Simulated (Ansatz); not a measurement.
Calculated with Ansatz (gas phase, PBE0-D4/def2-TZVP geometries, no zero-point term in ΔE). CBS: MP2 limit from def2 TZ/QZ plus the TZ coupled-cluster correction, frozen cores. Functionals use def2-TZVPP. B3LYP here is the variant with VWN-RPA as its local correlation; programs differ in this. One conformer a species, not always the lowest.

Reaction (redistribution): `[CH3][Al]([NH2])[SiH2]F` + `O=CO[SiH2][SiH3]` → `F[SiH2]O[SiH2][SiH3]` + `[CH3][Al]([NH2])[CH]=O`

```
             level  ΔE (kcal/mol)
           PBE0-D4          -14.5
               PBE          -12.4
             B3LYP          -19.6
   CCSD/def2-TZVPP          -21.4
CCSD(T)/def2-TZVPP          -20.3
    MP2/def2-QZVPP          -22.6
SCS-MP2/def2-QZVPP          -23.7
      HF/CBS(def2)          -24.9
```

Question: What does CCSD(T)/CBS give? (Estimate.)

Answer: Ansatz gave: -21.3 kcal/mol. The listed levels differ from it by 6.8, 8.9, 1.7, -0.1, 1.0, -1.3, -2.4, -3.6 kcal/mol.

Largest T1 diagnostic among the species: 0.016.

From PBE to PBE0 (25 % exact exchange), in def2-TZVPP and without D4, ΔE moves by −2.1 kcal/mol. In def2-TZVPP, CCSD(T) changes the Hartree–Fock value by +3.7 kcal/mol (the triples alone add +1.2 kcal/mol) and MP2 by +2.3 kcal/mol.
